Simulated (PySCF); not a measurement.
Electronic structure of Ca (calcium, neutral) at the UHF level

Configuration: [Ar] 4s2, closed-shell 1S. Calculation: PySCF 2.14, in x2c-SVPall (5s3p2d, 24 functions); scalar relativity by spin-free X2C-1e.

```
Total energy                        : -679.520120 hartree
One-electron energy                 : -930.1201 hartree
Hartree (Coulomb) energy            : 286.0392 hartree
Exchange energy                     : -35.4393 hartree
⟨S²⟩                                : 0.0000
⟨L²⟩                                : 0.000
Sum of ⟨r⟩                          : 21.22 bohr
Sum of ⟨r²⟩                         : 56.48 bohr²
Langevin diamagnetic susceptibility : -44.7 ×10⁻⁶ cm³/mol
Time after the integrals            : 0.04 s of wall time on 1 thread of Neoverse-V1 (shared host)
```

```tsv
shell	electrons	mean orbital energy (hartree)	rms radius, mean of both spins (bohr)
1s	2	-150.09907	0.0889
2s	2	-16.96264	0.393
2p	6	-13.63999	0.362
3s	2	-2.26217	1.24
3p	6	-1.34010	1.38
4s	2	-0.19592	4.52
```

Densities and radii are taken from the X2C orbitals without a picture-change correction, which distorts them close to the nucleus.
